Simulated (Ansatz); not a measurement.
A short molecular-dynamics run on `[CH3][Zn][TeH]`.

```yaml
crystal:
  periodic: [false, false, false]
  atoms:
    - {symbol: C, position_ang: [-1.251233, 0.536241, 0.247449]}
    - {symbol: Zn, position_ang: [0.549122, 0.044276, -0.294622]}
    - {symbol: Te, position_ang: [2.858925, -0.582693, -0.991798]}
    - {symbol: H, position_ang: [-1.917529, 0.566170, -0.616996]}
    - {symbol: H, position_ang: [-1.642336, -0.193225, 0.960090]}
    - {symbol: H, position_ang: [-1.252936, 1.518833, 0.723614]}
    - {symbol: H, position_ang: [2.717185, -1.957702, -0.073336]}
basis:
  gaussian: {orbitals: def2-SVP}
hamiltonian: {xc: {name: BLYP}}
md: {timestep: 0.5 fs, n_steps: 50, ensemble: nve, temperature: 300, initial_velocities: maxwell_boltzmann, seed: 150}
```

```sh
$ ansatz run in.yaml --threads 4 --pin off --events-out ev --progress --plain --max-ram 10444MiB
```

| step | time (fs) | potential energy (eV) | kinetic (eV) | T (K) | conserved (eV) |
| --- | --- | --- | --- | --- | --- |
| 0 | 0.0 | -56807.9153 | 0.1939 | 300 | -56807.7214 |
| 1 | 0.5 | -56807.9075 | 0.1862 | 288 | -56807.7213 |
| 2 | 1.0 | -56807.9000 | 0.1788 | 277 | -56807.7212 |
| 3 | 1.5 | -56807.8946 | 0.1735 | 268 | -56807.7211 |
| 4 | 2.0 | -56807.8924 | 0.1713 | 265 | -56807.7211 |
| 5 | 2.5 | -56807.8929 | 0.1716 | 266 | -56807.7213 |
| 6 | 3.0 | -56807.8941 | 0.1727 | 267 | -56807.7214 |
| 7 | 3.5 | -56807.8939 | 0.1724 | 267 | -56807.7215 |
| 8 | 4.0 | -56807.8902 | 0.1687 | 261 | -56807.7216 |
| 9 | 4.5 | -56807.8825 | 0.1609 | 249 | -56807.7215 |
| 10 | 5.0 | -56807.8712 | 0.1498 | 232 | -56807.7214 |
| 11 | 5.5 | -56807.8582 | 0.1369 | 212 | -56807.7213 |
| 12 | 6.0 | -56807.8457 | 0.1246 | 193 | -56807.7211 |
| 13 | 6.5 | -56807.8361 | 0.1151 | 178 | -56807.7210 |
| 14 | 7.0 | -56807.8309 | 0.1099 | 170 | -56807.7210 |
| 15 | 7.5 | -56807.8307 | 0.1097 | 170 | -56807.7210 |
| 16 | 8.0 | -56807.8353 | 0.1142 | 177 | -56807.7211 |
| 17 | 8.5 | -56807.8433 | 0.1221 | 189 | -56807.7212 |
| 18 | 9.0 | -56807.8527 | 0.1314 | 203 | -56807.7214 |
| 19 | 9.5 | -56807.8613 | 0.1398 | 216 | -56807.7215 |
| 20 | 10.0 | -56807.8669 | 0.1453 | 225 | -56807.7216 |
| 21 | 10.5 | -56807.8683 | 0.1467 | 227 | -56807.7216 |
| 22 | 11.0 | -56807.8653 | 0.1438 | 222 | -56807.7215 |
| 23 | 11.5 | -56807.8591 | 0.1377 | 213 | -56807.7214 |
| 24 | 12.0 | -56807.8519 | 0.1307 | 202 | -56807.7212 |
| 25 | 12.5 | -56807.8462 | 0.1251 | 194 | -56807.7211 |
| 26 | 13.0 | -56807.8437 | 0.1226 | 190 | -56807.7211 |
| 27 | 13.5 | -56807.8446 | 0.1234 | 191 | -56807.7212 |
| 28 | 14.0 | -56807.8477 | 0.1264 | 196 | -56807.7213 |
| 29 | 14.5 | -56807.8507 | 0.1292 | 200 | -56807.7215 |
| 30 | 15.0 | -56807.8515 | 0.1299 | 201 | -56807.7215 |
| 31 | 15.5 | -56807.8487 | 0.1272 | 197 | -56807.7215 |
| 32 | 16.0 | -56807.8426 | 0.1211 | 187 | -56807.7214 |
| 33 | 16.5 | -56807.8343 | 0.1130 | 175 | -56807.7213 |
| 34 | 17.0 | -56807.8260 | 0.1048 | 162 | -56807.7212 |
| 35 | 17.5 | -56807.8197 | 0.0987 | 153 | -56807.7211 |
| 36 | 18.0 | -56807.8171 | 0.0961 | 149 | -56807.7210 |
| 37 | 18.5 | -56807.8191 | 0.0981 | 152 | -56807.7210 |
| 38 | 19.0 | -56807.8255 | 0.1045 | 162 | -56807.7211 |
| 39 | 19.5 | -56807.8352 | 0.1140 | 176 | -56807.7212 |
| 40 | 20.0 | -56807.8464 | 0.1251 | 194 | -56807.7213 |
| 41 | 20.5 | -56807.8568 | 0.1354 | 209 | -56807.7215 |
| 42 | 21.0 | -56807.8643 | 0.1428 | 221 | -56807.7216 |
| 43 | 21.5 | -56807.8675 | 0.1459 | 226 | -56807.7216 |
| 44 | 22.0 | -56807.8659 | 0.1444 | 223 | -56807.7215 |
| 45 | 22.5 | -56807.8607 | 0.1393 | 216 | -56807.7214 |
| 46 | 23.0 | -56807.8543 | 0.1330 | 206 | -56807.7212 |
| 47 | 23.5 | -56807.8494 | 0.1283 | 199 | -56807.7211 |
| 48 | 24.0 | -56807.8483 | 0.1273 | 197 | -56807.7210 |
| 49 | 24.5 | -56807.8520 | 0.1309 | 203 | -56807.7211 |
| 50 | 25.0 | -56807.8593 | 0.1380 | 214 | -56807.7212 |

Velocities are drawn at the set temperature; a run this short doesn't reach equilibrium.

Frames (Å, forces in eV/Å):

```xyz
7
time=0.0 fs
C    -1.251    0.536    0.247    0.258   -0.071   -0.078
Zn    0.549    0.044   -0.295   -0.076    0.022    0.022
Te    2.859   -0.583   -0.992    0.420    0.300   -0.383
H    -1.918    0.566   -0.617   -0.348    0.017   -0.441
H    -1.642   -0.193    0.960   -0.208   -0.368    0.365
H    -1.253    1.519    0.724   -0.007    0.505    0.246
H     2.717   -1.958   -0.073   -0.039   -0.405    0.269
7
time=1.0 fs
C    -1.249    0.531    0.249    0.487   -0.448    0.248
Zn    0.550    0.045   -0.297   -0.069   -0.003    0.012
Te    2.858   -0.583   -0.991    0.447    0.206   -0.331
H    -1.910    0.571   -0.605   -0.629   -0.055   -0.691
H    -1.619   -0.193    0.987   -0.204   -0.261    0.147
H    -1.236    1.504    0.720    0.005    0.872    0.409
H     2.717   -1.971   -0.080   -0.037   -0.310    0.206
7
time=2.0 fs
C    -1.246    0.525    0.250    0.504   -0.606    0.541
Zn    0.551    0.046   -0.300   -0.061   -0.030    0.000
Te    2.857   -0.582   -0.990    0.469    0.066   -0.251
H    -1.909    0.576   -0.599   -0.715   -0.121   -0.685
H    -1.597   -0.195    1.015   -0.174   -0.078   -0.144
H    -1.218    1.498    0.719    0.007    0.937    0.426
H     2.716   -1.987   -0.084   -0.031   -0.169    0.114
7
time=3.0 fs
C    -1.242    0.519    0.252    0.331   -0.437    0.705
Zn    0.552    0.048   -0.302   -0.054   -0.057   -0.012
Te    2.855   -0.582   -0.989    0.489   -0.094   -0.161
H    -1.915    0.580   -0.600   -0.576   -0.184   -0.404
H    -1.577   -0.198    1.042   -0.151    0.103   -0.424
H    -1.201    1.500    0.723   -0.014    0.675    0.283
H     2.715   -2.004   -0.088   -0.024   -0.006    0.013
7
time=4.0 fs
C    -1.239    0.513    0.254    0.063   -0.020    0.721
Zn    0.553    0.049   -0.305   -0.049   -0.083   -0.024
Te    2.854   -0.582   -0.988    0.508   -0.250   -0.076
H    -1.926    0.582   -0.604   -0.288   -0.241    0.036
H    -1.558   -0.200    1.065   -0.155    0.224   -0.621
H    -1.183    1.508    0.729   -0.062    0.217    0.047
H     2.713   -2.022   -0.091   -0.017    0.153   -0.083
7
time=5.0 fs
C    -1.235    0.506    0.257   -0.186    0.483    0.621
Zn    0.555    0.050   -0.307   -0.047   -0.108   -0.036
Te    2.853   -0.582   -0.987    0.529   -0.381   -0.010
H    -1.940    0.581   -0.608    0.028   -0.285    0.470
H    -1.541   -0.200    1.082   -0.189    0.256   -0.696
H    -1.166    1.519    0.736   -0.123   -0.253   -0.188
H     2.712   -2.038   -0.095   -0.012    0.287   -0.160
7
time=6.0 fs
C    -1.232    0.500    0.260   -0.340    0.933    0.448
Zn    0.556    0.051   -0.310   -0.051   -0.130   -0.046
Te    2.852   -0.582   -0.986    0.553   -0.474    0.031
H    -1.953    0.578   -0.608    0.277   -0.307    0.776
H    -1.526   -0.197    1.092   -0.245    0.193   -0.640
H    -1.151    1.527    0.741   -0.183   -0.598   -0.358
H     2.710   -2.051   -0.101   -0.011    0.382   -0.212
7
time=7.0 fs
C    -1.228    0.495    0.264   -0.371    1.250    0.244
Zn    0.557    0.052   -0.313   -0.061   -0.151   -0.054
Te    2.851   -0.582   -0.985    0.580   -0.521    0.044
H    -1.964    0.572   -0.601    0.407   -0.304    0.896
H    -1.513   -0.193    1.097   -0.313    0.048   -0.464
H    -1.137    1.530    0.743   -0.229   -0.754   -0.430
H     2.709   -2.061   -0.108   -0.012    0.431   -0.234
7
time=8.0 fs
C    -1.226    0.491    0.268   -0.280    1.384    0.055
Zn    0.558    0.053   -0.315   -0.078   -0.171   -0.060
Te    2.851   -0.582   -0.984    0.610   -0.518    0.028
H    -1.971    0.563   -0.584    0.394   -0.276    0.814
H    -1.503   -0.188    1.097   -0.375   -0.144   -0.211
H    -1.125    1.525    0.741   -0.253   -0.704   -0.399
H     2.707   -2.067   -0.118   -0.018    0.430   -0.227
7
time=9.0 fs
C    -1.223    0.487    0.272   -0.090    1.285   -0.054
Zn    0.559    0.054   -0.318   -0.101   -0.192   -0.064
Te    2.850   -0.582   -0.983    0.643   -0.466   -0.017
H    -1.975    0.551   -0.561    0.236   -0.227    0.544
H    -1.496   -0.185    1.095   -0.408   -0.327    0.052
H    -1.116    1.514    0.735   -0.253   -0.450   -0.269
H     2.705   -2.068   -0.130   -0.027    0.378   -0.192
7
time=10.0 fs
C    -1.220    0.485    0.276    0.153    0.929   -0.032
Zn    0.560    0.055   -0.320   -0.128   -0.213   -0.065
Te    2.849   -0.582   -0.982    0.679   -0.368   -0.086
H    -1.976    0.537   -0.532   -0.045   -0.165    0.130
H    -1.494   -0.185    1.093   -0.390   -0.433    0.241
H    -1.109    1.499    0.726   -0.230   -0.029   -0.058
H     2.702   -2.066   -0.144   -0.040    0.278   -0.131
7
time=11.0 fs
C    -1.217    0.484    0.280    0.370    0.373    0.120
Zn    0.561    0.056   -0.323   -0.158   -0.232   -0.064
Te    2.848   -0.582   -0.982    0.717   -0.230   -0.174
H    -1.978    0.522   -0.502   -0.370   -0.102   -0.324
H    -1.495   -0.188    1.094   -0.309   -0.417    0.301
H    -1.104    1.483    0.717   -0.194    0.469    0.190
H     2.700   -2.062   -0.159   -0.056    0.139   -0.050
7
time=12.0 fs
C    -1.214    0.482    0.284    0.453   -0.211    0.323
Zn    0.562    0.056   -0.326   -0.189   -0.248   -0.062
Te    2.847   -0.582   -0.981    0.756   -0.067   -0.272
H    -1.983    0.506   -0.475   -0.604   -0.047   -0.666
H    -1.499   -0.196    1.097   -0.174   -0.279    0.234
H    -1.102    1.472    0.709   -0.168    0.878    0.400
H     2.696   -2.056   -0.175   -0.074   -0.025    0.042
7
time=13.0 fs
C    -1.211    0.481    0.288    0.317   -0.592    0.474
Zn    0.563    0.057   -0.328   -0.219   -0.259   -0.057
Te    2.847   -0.582   -0.980    0.793    0.098   -0.369
H    -1.994    0.489   -0.454   -0.611    0.002   -0.765
H    -1.505   -0.207    1.103   -0.012   -0.069    0.095
H    -1.100    1.470    0.706   -0.175    1.013    0.489
H     2.693   -2.050   -0.190   -0.093   -0.193    0.133
7
time=14.0 fs
C    -1.207    0.479    0.293   -0.036   -0.634    0.523
Zn    0.564    0.058   -0.331   -0.247   -0.264   -0.049
Te    2.846   -0.582   -0.979    0.827    0.239   -0.450
H    -2.010    0.472   -0.440   -0.358    0.053   -0.607
H    -1.511   -0.218    1.109    0.143    0.146   -0.050
H    -1.101    1.476    0.707   -0.220    0.796    0.426
H     2.688   -2.046   -0.204   -0.110   -0.336    0.207
7
time=15.0 fs
C    -1.204    0.477    0.298   -0.496   -0.384    0.484
Zn    0.564    0.059   -0.334   -0.275   -0.261   -0.037
Te    2.846   -0.582   -0.978    0.855    0.326   -0.501
H    -2.030    0.456   -0.432    0.055    0.112   -0.303
H    -1.515   -0.227    1.115    0.265    0.313   -0.146
H    -1.104    1.490    0.712   -0.281    0.321    0.251
H     2.682   -2.045   -0.216   -0.122   -0.427    0.252
7
time=16.0 fs
C    -1.200    0.474    0.304   -0.923    0.005    0.391
Zn    0.565    0.060   -0.336   -0.305   -0.250   -0.021
Te    2.845   -0.583   -0.977    0.874    0.342   -0.514
H    -2.049    0.440   -0.427    0.472    0.170    0.007
H    -1.517   -0.234    1.120    0.338    0.397   -0.167
H    -1.109    1.508    0.719   -0.330   -0.218    0.047
H     2.675   -2.049   -0.225   -0.126   -0.445    0.258
7
time=17.0 fs
C    -1.198    0.472    0.309   -1.213    0.390    0.266
Zn    0.566    0.060   -0.339   -0.341   -0.232    0.001
Te    2.845   -0.583   -0.977    0.884    0.279   -0.488
H    -2.064    0.427   -0.422    0.777    0.217    0.224
H    -1.516   -0.237    1.123    0.360    0.388   -0.106
H    -1.117    1.523    0.727   -0.346   -0.657   -0.121
H     2.667   -2.056   -0.232   -0.121   -0.387    0.225
7
time=18.0 fs
C    -1.196    0.470    0.315   -1.315    0.688    0.126
Zn    0.567    0.061   -0.341   -0.383   -0.207    0.029
Te    2.844   -0.583   -0.976    0.885    0.152   -0.430
H    -2.072    0.415   -0.415    0.911    0.243    0.308
H    -1.511   -0.236    1.126    0.335    0.292    0.026
H    -1.129    1.532    0.734   -0.325   -0.903   -0.219
H     2.657   -2.067   -0.237   -0.108   -0.264    0.160
7
time=19.0 fs
C    -1.196    0.468    0.322   -1.222    0.846   -0.002
Zn    0.568    0.061   -0.344   -0.431   -0.176    0.062
Te    2.844   -0.583   -0.975    0.879   -0.016   -0.355
H    -2.071    0.406   -0.405    0.857    0.239    0.250
H    -1.504   -0.232    1.128    0.277    0.133    0.200
H    -1.144    1.532    0.738   -0.272   -0.924   -0.234
H     2.647   -2.081   -0.241   -0.087   -0.101    0.078
7
time=20.0 fs
C    -1.196    0.467    0.328   -0.952    0.821   -0.076
Zn    0.568    0.062   -0.347   -0.484   -0.139    0.102
Te    2.844   -0.583   -0.975    0.869   -0.196   -0.277
H    -2.062    0.399   -0.393    0.621    0.200    0.060
H    -1.493   -0.228    1.133    0.206   -0.043    0.364
H    -1.161    1.524    0.741   -0.197   -0.714   -0.166
H     2.636   -2.096   -0.243   -0.063    0.072   -0.007
7
time=21.0 fs
C    -1.198    0.466    0.334   -0.550    0.582   -0.056
Zn    0.569    0.063   -0.349   -0.540   -0.098    0.145
Te    2.844   -0.583   -0.974    0.857   -0.362   -0.208
H    -2.046    0.394   -0.380    0.240    0.127   -0.233
H    -1.481   -0.223    1.140    0.145   -0.182    0.457
H    -1.181    1.509    0.742   -0.114   -0.296   -0.023
H     2.624   -2.110   -0.246   -0.038    0.230   -0.083
7
time=22.0 fs
C    -1.199    0.466    0.340   -0.105    0.156    0.061
Zn    0.569    0.063   -0.352   -0.594   -0.052    0.192
Te    2.844   -0.583   -0.973    0.845   -0.496   -0.155
H    -2.029    0.390   -0.370   -0.197    0.027   -0.555
H    -1.467   -0.221    1.153    0.104   -0.239    0.433
H    -1.201    1.491    0.742   -0.037    0.250    0.166
H     2.612   -2.122   -0.250   -0.014    0.355   -0.141
7
time=23.0 fs
C    -1.201    0.467    0.346    0.250   -0.322    0.221
Zn    0.570    0.064   -0.355   -0.643   -0.001    0.239
Te    2.844   -0.583   -0.973    0.835   -0.585   -0.124
H    -2.014    0.387   -0.364   -0.545   -0.079   -0.785
H    -1.452   -0.220    1.169    0.079   -0.207    0.287
H    -1.222    1.476    0.745    0.020    0.761    0.338
H     2.599   -2.130   -0.254    0.005    0.434   -0.178
7
time=24.0 fs
C    -1.203    0.466    0.352    0.386   -0.641    0.342
Zn    0.570    0.064   -0.357   -0.686    0.053    0.285
Te    2.844   -0.583   -0.972    0.829   -0.624   -0.115
H    -2.003    0.382   -0.366   -0.662   -0.162   -0.796
H    -1.437   -0.222    1.188    0.058   -0.111    0.062
H    -1.243    1.468    0.750    0.057    1.024    0.412
H     2.587   -2.135   -0.261    0.018    0.462   -0.190
7
time=25.0 fs
C    -1.204    0.466    0.359    0.264   -0.644    0.371
Zn    0.570    0.065   -0.360   -0.721    0.107    0.329
Te    2.844   -0.583   -0.972    0.828   -0.610   -0.130
H    -1.999    0.376   -0.376   -0.511   -0.202   -0.548
H    -1.420   -0.224    1.207    0.026    0.001   -0.177
H    -1.263    1.469    0.760    0.090    0.912    0.333
H     2.575   -2.134   -0.269    0.024    0.436   -0.179
```

Run time 38 s (4 threads of an Arm Neoverse V2 on a shared host); peak host memory 0.39 GiB.
